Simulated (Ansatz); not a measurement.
# A basis-limit estimate, worked out

An elementary step of AlH$_{3}$SOF$_{2}$, closed shell (AlHOF₂ ([OH][Al]([F])[F]) + H₂S → AlHSF₂ ([F][Al]([F])[SH]) + H₂O (still joined by a long Al–O bond); bonds formed: O2–H5; dative contacts that become bonds: Al1–S6; bonds broken: H5–S6; bonds weakened to dative contacts: Al1–O2). “Start” is the structure reached by relaxing down from the saddle towards the reactants; PBE0-D4/def2-TZVP structures. The saddle:

```tsv
atom	x (Å)	y (Å)	z (Å)
Al1	-0.5203	0.6321	-0.2954
O2	1.2204	0.2203	-0.3564
F3	-1.2274	0.6442	-1.7831
F4	-0.9208	1.7852	0.8072
H5	0.7263	-0.9391	0.1608
S6	-0.6141	-1.5252	0.6916
H7	1.7536	0.2208	-1.1544
H8	-0.4174	-1.0384	1.9299
```

Ansatz 0.2.0; basis: def2-TZVPP and def2-QZVPP; cores frozen in the correlated methods.

Energies in eV:

| quantity | saddle | start |
| --- | --- | --- |
| Hartree–Fock, triple zeta (X = 3) | -24906.38156 | -24907.28984 |
| Hartree–Fock, quadruple zeta (X = 4) | -24907.27406 | -24908.18862 |
| MP2 correlation, X = 3 | -28.04952 | -27.59189 |
| MP2 correlation, X = 4 | -30.58397 | -30.11328 |
| CCSD(T) correlation, X = 3 | -29.54303 | -29.15289 |

Problem. Work out the barrier at the basis limit: extrapolate Hartree–Fock as E(X) = E∞ + A exp(−7.88 √X) and the MP2 correlation as E(X) = E∞ + B X^−2.97 (the exponents that Neese and Valeev fitted for def2-TZVPP and QZVPP), then add CCSD(T) − MP2 in triple zeta.

Solution. Each step is linear, so take the differences first (saddle − start): Hartree–Fock 0.90828 (X = 3) and 0.91456 (X = 4); MP2 correlation -0.45763 and -0.47069; CCSD(T) correlation -0.39014.
Two points give E∞ = E(4) + w [E(4) − E(3)], with w = 1/(exp(7.88 (2 − √3)) − 1) = 0.1377 for Hartree–Fock and w = 1/((4/3)^2.97 − 1) = 0.7407 for the correlation.
Hartree–Fock: 0.91456 + 0.1377 × 0.00628 = 0.9154 eV.
MP2 correlation: -0.47069 + 0.7407 × (-0.01306) = -0.4804 eV.
CCSD(T) − MP2: -0.39014 − (-0.45763) = 0.0675 eV.
Sum: 0.9154 + (-0.4804) + 0.0675 = 0.5025 eV, or 11.59 kcal/mol. Plain CCSD(T) in triple zeta gives 0.5181 eV, so the larger basis shifts the result by -0.0156 eV.

T1 diagnostic: at most 0.013.

Labels in which every atom is bracketed show which atoms are joined, not bond orders.

For scale, one of the runs: CCSD(T)/def2-TZVPP, 219 basis functions (an equivalent command: `ansatz run in.yaml --threads 4`). The run took 89 s on 4 CPU threads (shared host), with 3.4 GiB of host memory at its peak.
